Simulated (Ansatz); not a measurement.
H4OSi (SMILES O[SiH3]) moved off its minimum; all values from Ansatz (an electronic-structure program), cores frozen in correlated methods.
(charge 0, multiplicity 1)
```xyz
6

Si    -0.58683     0.20012     0.15899
O      1.18888    -0.19270    -0.07103
H     -0.79914     1.49635    -0.22733
H     -1.24075    -0.63605    -0.94196
H     -1.16475    -0.34344     1.41163
H      1.78505     0.21072     0.40009
```

```
level                    largest force (eV/Å)  on atom  rms difference from CCSD(T)/aug-cc-pV(T+d)Z (eV/Å)  dipole (D)
-----------------------  --------------------  -------  --------------------------------------------------  ----------
HF/def2-TZVPP                            9.01       O2                                               0.430        2.28
PBE/def2-TZVPP                           9.70       O2                                               0.181        1.85
r2SCAN/def2-TZVPP                        9.54       O2                                               0.068        1.93
B3LYP/def2-TZVPP                         9.43       O2                                               0.042        2.00
wB97M-V/def2-TZVPP                       9.51       O2                                               0.062        2.03
MP2/aug-cc-pV(T+d)Z                      9.64       O2                                               0.055        2.03
CCSD(T)/aug-cc-pV(T+d)Z                  9.56       O2                                               0.000        2.00
```

The differences count from one level among others, with limits of its own. Forces at CCSD(T)/aug-cc-pV(T+d)Z (eV/Å):

| atom | Fx | Fy | Fz |
|---|---|---|---|
| Si1 | 3.077 | -4.083 | -1.295 |
| O2 | -8.322 | -2.981 | -3.647 |
| H3 | -0.412 | 2.544 | -0.078 |
| H4 | 0.424 | 0.378 | 0.603 |
| H5 | 0.250 | 0.490 | 0.169 |
| H6 | 4.983 | 3.652 | 4.246 |
